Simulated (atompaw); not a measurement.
## Reading a pseudo-wave (Ta (Z = 73))

Columns: radius, all-electron u(r) and pseudo u(r) of the 5d shell (level -3.59 eV) of tantalum in the configuration [Kr] 4d10 4f14 5s2 5p6 5d3 6s2 6p0; PBE, scalar-relativistic, PAW (atompaw) scheme, atompaw 4.2.0.5.

```csv
r (bohr),all-electron,pseudo
0.113,0.1971,0.0004
0.227,-0.0338,0.0030
0.340,-0.2715,0.0099
0.454,-0.2763,0.0230
0.567,-0.1350,0.0433
0.681,0.0537,0.0719
0.794,0.2331,0.1083
0.908,0.3850,0.1526
1.021,0.5017,0.2027
1.135,0.5873,0.2578
1.248,0.6447,0.3147
1.362,0.6803,0.3719
1.475,0.6982,0.4259
1.588,0.7030,0.4747
1.702,0.6980,0.5165
1.815,0.6859,0.5491
1.929,0.6686,0.5719
2.042,0.6482,0.5842
2.156,0.6254,0.5866
2.269,0.6014,0.5803
2.383,0.5766,0.5667
2.496,0.5518,0.5480
2.610,0.5269,0.5258
2.723,0.5025,0.5024
2.837,0.4784,0.4784
2.950,0.4552,0.4552
```

(1) How many radial nodes do the two functions have?

(2) Is the pseudo-wave norm-conserving?

## Answers

(1) The all-electron 5d function has n − l − 1 = 2; the pseudo-wave has 0, since the states of the same l below it are removed with the core.

(2) No, it belongs to a PAW set: the norm inside the radius is not constrained, and the difference is carried by the augmentation charge.
